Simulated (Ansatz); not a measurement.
## Relaxing a trial structure of Br3HOSi

The starting geometry of this gas-phase triplet was optimised with GFN2-xTB as a singlet; its bonds are those of `O[Si](Br)(Br)Br`.

```xyz
6

Br    0.7134   -1.0911   -1.0820
Br   -0.1539    0.8786    1.8292
Br    2.2349    2.1226   -0.5919
O    -0.8604    1.6465   -1.0033
Si    0.3909    0.9451   -0.2902
H    -0.9617    1.8437   -1.9301
```

Problem. Predict what becomes of its bonds when it is optimised with PBE0-D4/def2-SVP.

Solution. A bond breaks, giving a structure given below by its coordinates. Contacts that open: Br3–Si5 (2.21 → 3.17 Å).

The energy falls by 2.45 eV over 27 steps:

```
step  E − E(last) (eV)
   1             2.451
   4             1.014
   7             0.405
  10             0.353
  13             0.080
  15             0.024
  18             0.006
  21             0.001
  24             0.000
  27             0.000
```

Final geometry (Å):

```xyz
6

Br    1.2629   -0.6875   -0.6934
Br   -0.9926    0.3588    1.9574
Br    2.2048    1.6997   -2.1366
O    -0.8699    1.7607   -0.8209
Si    0.2030    1.1344    0.2575
H    -0.4449    2.0792   -1.6322
```

The end wasn't checked by frequencies. Open shells are spin-unrestricted. The triplet needn't be the ground state. Run with Ansatz 0.2.0, 6.2 min on 2 threads of Arm Neoverse V1 (shared host).
